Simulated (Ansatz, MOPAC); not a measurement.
Molecule: GaBr (charge 0, singlet). SMILES: [Ga][Br]

Atoms: Ga1, Br2. Bonds: Ga1-Br2.

Bond lengths (Å) and angles (degrees) optimised at AM1 with MOPAC; PM3 with MOPAC; PM6 with MOPAC; MNDO with MOPAC; HF/LANL2DZ with Ansatz (a first-principles code); MP2/LANL2DZ with Ansatz, each started from the B3LYP-D3(BJ)/def2-TZVP structure (Ansatz) of the last column. A row stands for all coordinates that are equal there.

```csv
coordinate,AM1,PM3,PM6,MNDO,HF/LANL2DZ,MP2/LANL2DZ,B3LYP-D3(BJ)/def2-TZVP
Ga1-Br2,2.195,2.394,2.354,2.143,2.499,2.500,2.400
```

Mean signed difference of all 1 bond lengths from B3LYP-D3(BJ)/def2-TZVP: AM1 -0.205 Å, PM3 -0.006 Å, PM6 -0.046 Å, MNDO -0.257 Å, HF/LANL2DZ 0.099 Å, MP2/LANL2DZ 0.100 Å.
